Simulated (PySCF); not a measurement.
**SiBr: from constants to spectrum**

UHF-CCSD(T) constants of SiBr, ²Π (doublet), unpaired electrons π ↑ (Si pcseg-1, Br pcseg-1; no relativity (PySCF 2.14); masses 27.9769 and 78.9183 u):

```
ωe            : 409.2 cm⁻¹
ωexe          : 1.34 cm⁻¹
Be            : 0.15787 cm⁻¹
αe            : 0.000781 cm⁻¹
De to Si + Br : 3.41 eV
```

**Question.** What force constant and bond length do these constants imply?

**Answer.** Reduced mass μred = 20.655 u; k = 5.8918×10⁻⁷·μred·ωe² (u, cm⁻¹, mdyn/Å) = 2.04 mdyn/Å; Re = √(16.8576/(μred·Be)) (u, cm⁻¹, Å) = 2.274 Å.

**Question.** Estimate the centrifugal constant D from the Kratzer relation and find the Dunham coefficient a1.

**Answer.** D = 4Be³/ωe² = 9.4e-08 cm⁻¹; a1 = −1 − αeωe/(6Be²) = -3.14.

Correlated steps freeze 14 core orbitals. Correlated levels converge slowly with the basis: in double zeta they bind strong bonds too weakly, by up to about 1 eV, and carry superposition errors of some tenths. Spin–orbit coupling is left out. The state was picked by a PBE0 search and need not be the measured ground state.
